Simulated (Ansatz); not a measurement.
Frontier orbitals of `C[Si](C)(C)[O][In]([Cl])[Cl]`.

Total charge 0; spin multiplicity 1. Correlated methods include outer-core shells of In, which these sets cover unevenly. In: def2 effective core potential. Geometry: relaxed with PBE0-D4/def2-TZVP. It is one conformer, not always the lowest. Basis def2-TZVPP, the Gaussian-basis code of Ansatz.

```tsv
functional	HOMO (eV)	LUMO (eV)	gap (eV)
PBE	-6.82	-3.36	3.46
BLYP	-6.72	-3.32	3.40
PBE0	-8.18	-2.49	5.69
r2SCAN0	-8.39	-2.38	6.01
BHLYP	-9.48	-1.61	7.87
CAM-B3LYP	-9.59	-1.54	8.05
ωB97M-V	-10.45	-0.56	9.89
HF	-11.45	0.91	12.36
```

A quarter of exact exchange (PBE0) shifts PBE's HOMO by −1.36 eV and its LUMO by +0.88 eV; full exchange at long range (ωB97M-V) shifts them by −3.63 and +2.80 eV. The gap opens from 3.46 to 9.89 eV, since occupied levels lose self-interaction and empty ones feel all the electrons.
